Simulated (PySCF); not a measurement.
Isomers of C7H8F4, one GFN2-xTB conformer each. Single-point energies are computed at PBE0/pcSseg-1 (PySCF, gas phase, no added dispersion term), electronic only.

| SMILES | GFN2-xTB relative energy (kJ/mol) |
| --- | --- |
| F[C@@H]1[C@@H]2CC[C@@]1(C(F)(F)F)C2 | 0.0 |
| F[C@@H]1C=CCC[C@@H]1C(F)(F)F | 10.9 |
| C=C(F)/C(C)=C\CC(F)(F)F | 103.5 |

Conformers: `[F:1][C@@H:2]1[CH:3]=[CH:4][CH2:5][CH2:6][C@@H:7]1[C:8]([F:9])([F:10])[F:11]` with F1–C2–C3–C4 -102°, C3–C4–C5–C6 15°, C4–C5–C6–C7 -46°, C5–C6–C7–C8 -171°; `[CH2:1]=[C:2]([F:3])/[C:4]([CH3:5])=[CH:6]\[CH2:7][C:8]([F:9])([F:10])[F:11]` with C1–C2–C4–C5 22°, C4–C6–C7–C8 129°.

Q: What does PBE0/pcSseg-1 give for the same structures?

A: 
```tsv
SMILES	PBE0/pcSseg-1 E (Eh)	PBE0/pcSseg-1 (kJ/mol)	GFN2-xTB (kJ/mol)	point group
F[C@@H]1C=CCC[C@@H]1C(F)(F)F	-670.17711	0.0	10.9	C1
F[C@@H]1[C@@H]2CC[C@@]1(C(F)(F)F)C2	-670.16718	26.1	0.0	C1
C=C(F)/C(C)=C\CC(F)(F)F	-670.14797	76.5	103.5	C1
```

GFN2-xTB puts F[C@@H]1[C@@H]2CC[C@@]1(C(F)(F)F)C2 lowest instead; measured from each level's own lowest isomer, the values differ by up to 27.0 kJ/mol (C=C(F)/C(C)=C\CC(F)(F)F: 103.5 against 76.5). 

Q: Which frontier levels, dipoles and rotational constants go with these structures?

A: 
| SMILES | HOMO (eV, PBE0/pcSseg-1) | LUMO (eV) | dipole (D) | A, B, C (MHz) |
| --- | --- | --- | --- | --- |
| F[C@@H]1C=CCC[C@@H]1C(F)(F)F | -8.00 | -0.32 | 3.71 | 1882, 864.1, 720.7 |
| F[C@@H]1[C@@H]2CC[C@@]1(C(F)(F)F)C2 | -9.05 | 1.36 | 2.95 | 1849, 929.2, 855.9 |
| C=C(F)/C(C)=C\CC(F)(F)F | -7.17 | -1.23 | 2.78 | 1964, 576.8, 508.8 |

Q: As an exercise, what shares would exp(−E/RT) give at 2000 K from these electronic energies alone (no entropy, no degeneracies)?

A: RT = 16.629 kJ/mol: F[C@@H]1C=CCC[C@@H]1C(F)(F)F 82.1 %, F[C@@H]1[C@@H]2CC[C@@]1(C(F)(F)F)C2 17.1 %, C=C(F)/C(C)=C\CC(F)(F)F 0.8 %.
